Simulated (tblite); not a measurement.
C₅H₈N₂Si.
Cartesian coordinates in Å at the GFN2-xTB level; atoms count from 1:
```xyz
16
C5H8N2Si angstrom
N     -3.175    1.055    0.426
C     -2.524    0.154    0.158
C     -1.670   -0.950   -0.198
C     -0.315   -0.440   -0.713
C      0.463    0.305    0.378
Si     2.090    1.089   -0.293
C      0.786   -0.590    1.447
N      1.057   -1.331    2.276
H     -2.174   -1.541   -0.969
H     -1.524   -1.580    0.685
H      0.271   -1.292   -1.064
H     -0.480    0.231   -1.560
H     -0.169    1.100    0.791
H      2.901    0.014   -0.863
H      1.682    2.038   -1.327
H      2.772    1.746    0.816
```

Calculated harmonic vibrations of the isolated species, GFN2-xTB (tblite), most abundant isotopes, no scaling. The method is semi-empirical: single wavenumbers can be off by several per cent or more. Modes of hydrogen on silicon can be 10 to 20 % off. One conformer, not necessarily the lowest.

Harmonic wavenumbers (cm⁻¹): 40.8, 74.0, 103.7, 126.7, 166.0, 198.7, 233.9, 322.9, 387.6, 450.1, 510.6, 543.6, 556.9, 566.6, 720.3, 760.6, 770.9, 783.2, 844.4, 909.7, 950.8, 1025.2, 1056.3, 1096.9, 1119.6, 1134.4, 1185.0, 1278.5, 1308.2, 1330.6, 1425.2, 1479.5, 2289.3, 2296.0, 2325.1, 2393.0, 2414.0, 2921.1, 2952.8, 2963.6, 2973.9, 2984.9.

A = 2380, B = 1044, C = 863.6 MHz; mass 124.046 u (most abundant isotopes); point group C1, symmetry number 1.

What is the zero-point energy?

½Σν̃ = 24988 cm⁻¹ = 298.92 kJ/mol.

Give the ideal-gas entropy at 400 K and 1 bar in the rigid-rotor, harmonic-oscillator model (classical rotation).

Translation 175.09, rotation 126.65, vibration 163.48: S = 465.2 J/(mol K).

And Cp and H(400 K) − H(0)?

Cp = 189.20 J/(mol K), of which vibrations give 155.94 (their classical limit is 42 R = 349.2); H(400 K) − H(0) = 46.46 kJ/mol without the zero-point energy, 33.15 from vibrations.

What must be added to the electronic energy to get the Gibbs energy at 400 K and 1 bar?

ZPE + [H(400 K) − H(0)] − T·S = 298.92 + 46.46 − 186.09 = 159.29 kJ/mol.

Blend soft modes into free rotors: weight 1/[1 + (100 cm⁻¹/ν̃)⁴] for the oscillator and the rest for a rotor with moment μB/(μ + B), μ = h/(8π²ν), B = 10⁻⁴⁴ kg m². What vibrational entropy results?

149.86 J/(mol K) in place of 163.48, which changes −T·S at 400 K by +5.45 kJ/mol.

Which modes carry the vibrational entropy at 400 K?

40.8 cm⁻¹: 24.28; 74.0 cm⁻¹: 19.34; 103.7 cm⁻¹: 16.56; 126.7 cm⁻¹: 14.92; 166.0 cm⁻¹: 12.72; 198.7 cm⁻¹: 11.28 J/(mol K); the other 36 give 64.37 together.

Hindered rotation and anharmonicity are outside this model. Other conformers, if any are populated, would add a mixing term that is left out. The structure is chiral; the term R ln 2 for an equal mix with its mirror image is left out.
